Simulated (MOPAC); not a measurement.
MOPAC input (MNDO):

```
MNDO PRECISE GNORM=0.05 LET XYZ UHF MS=0.5 GEO-OK AUX(PRECISION=9) THREADS=1
CH3Be

Be   -0.90991514 1   -0.52635867 1   -0.69382244 1
C     0.30786388 1    0.17809004 1    0.23475032 1
H     0.86726306 1   -0.57499595 1    0.80022571 1
H    -0.10131557 1    0.89286335 1    0.95689965 1
H     1.02652982 1    0.71902706 1   -0.39033749 1
```

Output:

```
 *******************************************************************************
 **                                                                           **
 **                              MOPAC v23.2.5                                **
 **                                                                           **
 *******************************************************************************
 ** MOPAC's Digital Object Identifier: https://doi.org/10.5281/zenodo.6511958 **
 **                                                                           **
 ** Please cite the open-source release paper for use of this MOPAC version:  **
 ** J. E. Moussa and J. J. P. Stewart (2026)                                  **
 ** MOPAC: An open-source semiempirical molecular orbital program             **
 ** J. Open Source Softw., 11(119), 8025, https://doi.org/10.21105/joss.08025 **
 *******************************************************************************

                              MNDO CALCULATION RESULTS

 *******************************************************************************
 *  MNDO       - The MNDO Hamiltonian to be used
 *  GEO-OK     - OVERRIDE INTERATOMIC DISTANCE AND OTHER SAFETY CHECKS
 *  UHF        - UNRESTRICTED HARTREE-FOCK CALCULATION
 *  MS=        - IN MECI, MAGNETIC COMPONENT OF SPIN =  0.5
 *  LET        - OVERRIDE SOME SAFETY CHECKS
 *  PRECISE    - TIGHTER CRITERIA TO BE USED
 *  XYZ        - CARTESIAN COORDINATE SYSTEM TO BE USED
 *  GNORM      - EXIT WHEN GRADIENT NORM DROPS BELOW 0.050
 *  AUX        - OUTPUT AUXILIARY INFORMATION
 *******************************************************************************
MNDO PRECISE GNORM=0.05 LET XYZ UHF MS=0.5 GEO-OK AUX(PRECISION=9) THREADS=1
 CH3Be

   ATOM   CHEMICAL          X               Y               Z
  NUMBER   SYMBOL      (ANGSTROMS)     (ANGSTROMS)     (ANGSTROMS)

     1      Be         -0.90991514  *  -0.52635867  *  -0.69382244  *
     2       C          0.30786388  *   0.17809004  *   0.23475032  *
     3       H          0.86726306  *  -0.57499595  *   0.80022571  *
     4       H         -0.10131557  *   0.89286335  *   0.95689965  *
     5       H          1.02652982  *   0.71902706  *  -0.39033749  *

          CARTESIAN COORDINATES

    NO.       ATOM           X           Y           Z

     1        Be         -0.9099     -0.5264     -0.6938
     2         C          0.3079      0.1781      0.2348
     3         H          0.8673     -0.5750      0.8002
     4         H         -0.1013      0.8929      0.9569
     5         H          1.0265      0.7190     -0.3903

  H: (MNDO): M.J.S. DEWAR, W. THIEL, J. AM. CHEM. SOC., 99, 4899, (1977)
 Be: (MNDO): M.J.S. DEWAR, H.S. RZEPA, J. AM. CHEM. SOC., 100, 777, (1978)
  C: (MNDO): M.J.S. DEWAR, W. THIEL, J. AM. CHEM. SOC., 99, 4899, (1977)

           Empirical Formula: C H3 Be  =     5 atoms

      MOLECULAR POINT GROUP   :   C3v

          UHF CALCULATION, NO. OF ALPHA ELECTRONS =    5
                           NO. OF BETA  ELECTRONS =    4

          Geometry optimization using EF

          DIAGONAL MATRIX USED AS START HESSIAN

 CYCLE:     1  GRAD.:    38.454 HEAT:  34.10889
 CYCLE:     2  GRAD.:   199.791 HEAT:  48.50453
 CYCLE:     3  GRAD.:    37.874 HEAT:  34.55232
 CYCLE:     4  GRAD.:   146.023 HEAT:  44.33566
 CYCLE:     5  GRAD.:     4.904 HEAT:  33.57682
 CYCLE:     6  GRAD.:     0.884 HEAT:  33.55972
 CYCLE:     7  GRAD.:     0.468 HEAT:  33.55940
 CYCLE:     8  GRAD.:     0.008 HEAT:  33.55928

     GRADIENT =  0.00826 IS LESS THAN CUTOFF =  0.05000

 -------------------------------------------------------------------------------
 MNDO PRECISE GNORM=0.05 LET XYZ UHF MS=0.5 GEO-OK AUX(PRECISION=9) THREADS=1
 CH3Be

     GEOMETRY OPTIMISED USING EIGENVECTOR FOLLOWING (EF).
     SCF FIELD WAS ACHIEVED

                              MNDO CALCULATION
                                                       MOPAC v23.2.5 Linux

          FINAL HEAT OF FORMATION =         33.55928 KCAL/MOL =     140.41202 KJ/MOL

          COSMO AREA              =         80.47 SQUARE ANGSTROMS
          COSMO VOLUME            =         64.20 CUBIC ANGSTROMS

          GRADIENT NORM           =          0.00826          =       0.00370 PER ATOM
          IONIZATION POTENTIAL    =          7.704393 EV
          ALPHA SOMO LUMO (EV)    =         -7.704  2.019
          BETA  SOMO LUMO (EV)    =        -10.882  0.935
          NO. OF ALPHA ELECTRONS  =          5
          NO. OF BETA  ELECTRONS  =          4
          MOLECULAR WEIGHT        =         24.0469         POINT GROUP:  C3v

          MOLECULAR DIMENSIONS (Angstroms)

            Atom       Atom       Distance
            H     3   Be     1     2.32722
            H     5    H     4     1.79587
            H     3    H     4     1.39238

          SCF CALCULATIONS        =          9

   ATOM   CHEMICAL          X               Y               Z
  NUMBER   SYMBOL      (ANGSTROMS)     (ANGSTROMS)     (ANGSTROMS)

     1      Be         -0.90588695  *  -0.52402878  *  -0.69075095  *
     2       C          0.30281579  *   0.17517232  *   0.23090153  *
     3       H          0.87368431  *  -0.58975117  *   0.80750488  *
     4       H         -0.11150670  *   0.90328383  *   0.96686323  *
     5       H          1.03568087  *   0.72646709  *  -0.40347842  *

                             CARTESIAN COORDINATES

   1   Be       -0.905886951    -0.524028781    -0.690750947
   2    C        0.302815786     0.175172316     0.230901532
   3    H        0.873684308    -0.589751168     0.807504878
   4    H       -0.111506704     0.903283829     0.966863229
   5    H        1.035680874     0.726467088    -0.403478418

           Empirical Formula: C H3 Be  =     5 atoms

      MOLECULAR POINT GROUP   :   C3v

          ALPHA EIGENVALUES
 -30.37412 -13.26753 -13.26749 -11.46631  -7.70439   2.01887   2.01887   4.95273
   4.95277   5.15127   7.08788

           BETA EIGENVALUES
 -30.21394 -13.23262 -13.23258 -10.88199   0.93463   2.83408   2.83408   5.09464
   5.09468   5.46563   7.48056

              NET ATOMIC CHARGES AND DIPOLE CONTRIBUTIONS

  ATOM NO.   TYPE          CHARGE      No. of ELECS.   s-Pop       p-Pop
    1         Be           0.259556        1.7404     1.13115     0.60930
    2          C          -0.257960        4.2580     1.22876     3.02920
    3          H          -0.000533        1.0005     1.00053
    4          H          -0.000531        1.0005     1.00053
    5          H          -0.000532        1.0005     1.00053
 DIPOLE           X         Y         Z       TOTAL
 POINT-CHG.    -1.509    -0.873    -1.151     2.089
 HYBRID         0.911     0.527     0.694     1.260
 SUM           -0.599    -0.346    -0.456     0.829

          ATOMIC ORBITAL ELECTRON POPULATIONS

     Atom    s        px        py        pz
    1 Be   1.13115   0.29161   0.12861   0.18907
    2  C   1.22876   1.07378   0.95584   0.99959
    3  H   1.00053
    4  H   1.00053
    5  H   1.00053

                    (SZ)    =    0.500000
                    (S**2)  =    0.751249

          ATOMIC ORBITAL SPIN POPULATIONS

    Atom   Total    s     px     py     pz
         Atomic
    1 Be  0.9090  0.631  0.143  0.050  0.085
    2  C  0.1119  0.018  0.046  0.019  0.029
    3  H -0.0070 -0.007
    4  H -0.0070 -0.007
    5  H -0.0070 -0.007

 **********************
 *                    *
 * JOB ENDED NORMALLY *
 *                    *
 **********************

 == MOPAC DONE ==
```
